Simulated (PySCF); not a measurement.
Ionisation energy of K¹⁰⁺ by level of theory

K¹⁰⁺ [He] 2s2 2p5 [2p1/2^2 2p3/2^3, M_J = 3/2] → K¹¹⁺ [He] 2s2 2p4 [2p1/2^2 2p3/2^2, M_J = 2], as a difference of total energies. Computed with PySCF 2.14 in an uncontracted even-tempered set (18 s from 1.4 bohr⁻², ratio 2.4; 11 p from 1.9 bohr⁻², ratio 2.4; 5 d from 10 bohr⁻², ratio 2.6; 5 f from 16 bohr⁻², ratio 2.6), with the two-component X2C-1e Hamiltonian. Correlated levels: nothing frozen; the 28 highest virtual spinors dropped. "Screened" scales the spin-orbit matrix elements by Boettger's factors to mimic the two-electron term; Breit and QED terms are absent.

```csv
method,ionisation energy (eV)
GHF (spin-free),564.19
GMP2 (spin-free),565.66
GHF (screened spin-orbit),563.91
GMP2 (screened spin-orbit),565.38
```

Problem. How much does correlation contribute at GMP2 (screened spin-orbit)?

Solution. 565.38 − (563.91) = 1.47 eV, measured against GHF (screened spin-orbit).

The labels give the starting determinants; with spin-orbit coupling the two ends relaxed to ⟨J²⟩ = 3.75, ⟨L²⟩ = 2.00, ⟨S²⟩ = 0.75 and ⟨J²⟩ = 6.00, ⟨L²⟩ = 2.09, ⟨S²⟩ = 1.95.

For comparison: 565.6 ± 0.7 eV (semi-empirical (NIST evaluation); NIST Atomic Spectra Database, ionization energies).
